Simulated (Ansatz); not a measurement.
Two members of one family (Ca oxide hydroxide), computed with Ansatz in the gas phase. The two geometries come from different levels. Binding counts from free atoms in the multiplicity of their measured ground term, without zero-point energy. A dash marks a value that wasn't run or was left out as unsound. The structures are stationary points that may keep the symmetry of their start. Remarks come from the PBE and PBE0 runs and from stability tests at other levels; not every state was tested. A HOMO above zero means that the electron is unbound at that level and held by the basis, or that self-interaction error raises the level; the energy of removing that electron tells which.

First: CaO2H2 (singlet, charge 0, PBE0-D4/def2-TZVP geometry).

Cartesian coordinates in Å:
```
Ca 0.0662 -0.1986 0.0172
O -1.7075 -0.6648 -0.8429
O 1.7184 0.6352 0.8459
H 2.4750 1.0681 1.2290
H -2.5520 -0.8399 -1.2492
```

```csv
level,HOMO (eV),LUMO (eV),gap (eV),vertical EA (eV),binding per atom (eV)
PBE-D4/def2-TZVP,-5.52,-1.78,3.74,–,3.73
PBE-D4/def2-TZVPD,-5.66,-1.84,3.82,0.15,3.75
B3LYP-D4/6-31G,-6.08,-1.20,4.88,–,3.40
PBE0-D4/def2-TZVPD,-7.18,-1.17,6.01,0.06,3.58
r2SCAN0-D4/def2-TZVP,-7.29,-0.73,6.56,–,3.54
```

Remarks: HOMO above zero (-1 doublet).

Second: Ca2O3H2 (singlet, charge 0, B3LYP-D4/def2-SVP geometry).

```xyz
7

Ca    1.021    1.784   -0.151
Ca   -0.862   -1.854    0.026
O     1.088    3.671   -0.903
O     0.101   -0.047   -0.073
O    -1.155   -3.640    0.952
H     1.011    4.530   -1.326
H    -1.204   -4.445    1.474
```

Problem. Estimate how these quantities change from the first to the second (second minus first).

Solution. 
```csv
level,Δ HOMO (eV),Δ LUMO (eV),Δ gap (eV),Δ vertical EA (eV),Δ binding per atom (eV)
PBE-D4/def2-TZVP,0.72,-0.01,-0.73,–,0.11
PBE-D4/def2-TZVPD,0.78,0.01,-0.77,0.28,0.10
B3LYP-D4/6-31G,0.80,-0.12,-0.92,–,0.10
PBE0-D4/def2-TZVPD,1.03,-0.03,-1.06,0.22,0.06
r2SCAN0-D4/def2-TZVP,1.04,-0.08,-1.12,–,0.07
```

Remarks: HOMO above zero (-1 doublet).
